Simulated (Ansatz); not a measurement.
`C[N]([AlH2])[AlH2]` + H₂S → `[AlH2][SH]` + `C[NH][AlH2]`  (ligand exchange at the Al–N bond)

Calculated with Ansatz (gas phase, PBE0-D4/def2-TZVP geometries, no zero-point term in ΔE). CBS: MP2 limit from def2 TZ/QZ plus the TZ coupled-cluster correction, frozen cores. This one scheme is used for every species. DFT in def2-TZVPP. B3LYP here is the variant with VWN-RPA as its local correlation; programs differ in this. HSE06 is defined as in plane-wave codes.

(1) Is it downhill or uphill in electronic energy at CCSD(T)/CBS, and by how much? (Estimate.)

(2) What do these levels give: B3LYP, HSE06, CCSD/def2-SVP, MP2/def2-QZVPP, HF/CBS(def2), MP2/CBS(def2)? (Best estimate.)

Largest T1 diagnostic among the species: 0.012.

Answers

(1) Computed: Downhill: ΔE = -8.6 kcal/mol.

(2) The calculation gave: B3LYP -10.1, HSE06 -11.0, CCSD/def2-SVP -8.0, MP2/def2-QZVPP -8.1, HF/CBS(def2) -10.6, MP2/CBS(def2) -8.6 kcal/mol.

In def2-TZVPP, CCSD(T) changes the Hartree–Fock value by +3.1 kcal/mol (the triples alone add +0.4 kcal/mol) and MP2 by +3.2 kcal/mol. The D4 term adds +1.5 kcal/mol with B3LYP and +0.8 kcal/mol with PBE0; it sums over pairs of atoms, weighted by their polarisabilities, and B3LYP, whose exchange is more repulsive, gets the larger term. At CCSD(T), def2-SVP lies +1.0 kcal/mol from the extrapolated value and def2-TZVPP +0.7 kcal/mol.
